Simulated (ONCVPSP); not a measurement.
**vanadium: ONCV pseudisation with PBE, scalar-relativistic reference atom.**

| Property | Result |
| --- | --- |
| Element | vanadium (V) |
| Generator | ONCVPSP 4.0.1 |
| Type | optimised norm-conserving Vanderbilt (ONCV) |
| Functional | PBE |
| Relativity | scalar-relativistic |
| Frozen core | [Ne] |
| Valence charge | 13 |
| Reference configuration | 3s2 3p6 3d3 4s2 |
| Partial waves | 3s+4s: rc 1.55 bohr, ncon 5, nbas 9, qcut 7.2 1/bohr, 2 projectors; 3p: rc 1.05 bohr, ncon 5, nbas 8, qcut 6.7 1/bohr, 2 projectors, debl 1.5 Ha; 3d: rc 2.40 bohr, ncon 4, nbas 9, qcut 5.8 1/bohr, 2 projectors, debl 3.4 Ha |
| Local potential | polynomial inside 0.75 bohr (lpopt 5, dvloc0 0 Ha) |
| Core correction | Teter function, fcfact 2.75, rcfact 1.55 |

In the p channel the program set the typed energies aside and used -1.618, 0.250 Ha.

What the tests gave:

```json
{"Cutoffs needed": "71 Ha and 159 Ha (the cutoffs (Ha) at which the residual kinetic energy of the hardest occupied pseudo-wave falls to 1 and 0.1 mHa per electron)", "Ghost test": "no bound ghost flagged; GHOST(+) flagged for d at 67.5 eV", "Largest excitation error": "+302 meV (all-electron minus pseudo) for 3s2 3p6 3d2 4s0, out of 4 test configurations", "rms error of d²Exc/dni dnj": "3.28 mHa without and 2.76 mHa with the model core"}
```

Generation and tests took about 4.8 s on one core of a shared server CPU.
